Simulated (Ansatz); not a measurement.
Consider the substitution at a C–C bond: `CC(C)=[Se]` + H₂S → `CC(S)=[Se]` + CH₄.

Computed with Ansatz on PBE0-D4/def2-TZVP structures; ΔE is electronic, products minus reactants. CCSD(T)/CBS is the MP2 limit (def2-TZVPP, def2-QZVPP) plus CCSD(T) − MP2 in def2-TZVPP, frozen cores. This one scheme is used for every species. Functionals use def2-TZVPP. B3LYP here is the variant with VWN-RPA as its local correlation; programs differ in this. For Se outer-core shells are correlated without core-valence functions, which leaves a few kJ/mol of doubt a bond. Scalar relativity is left out up to krypton. One conformer a species, not always the lowest.

```csv
level,ΔE (kJ/mol),difference from CCSD(T)/CBS
PBE-D4,-28.6,-14.6
B3LYP-D4,-22.5,-8.5
ωB97X-V,-12.0,2.0
ωB97M-V,-13.7,0.3
PBE0,-19.5,-5.5
SCS-MP2/def2-TZVPP,-15.3,-1.3
CCSD(T)/def2-TZVPP,-10.8,3.2
MP2/def2-QZVPP,-21.4,-7.4
SCS-MP2/def2-QZVPP,-16.7,-2.7
HF/CBS(def2),0.6,14.6
CCSD(T)/CBS,-14.0,0
```

Largest T1 diagnostic among the species: 0.016.

From PBE to PBE0 (25 % exact exchange), in def2-TZVPP and without D4, ΔE moves by +7.6 kJ/mol. In def2-TZVPP, CCSD(T) changes the Hartree–Fock value by −11.1 kJ/mol (the triples alone add −4.8 kJ/mol) and MP2 by −20.0 kJ/mol.
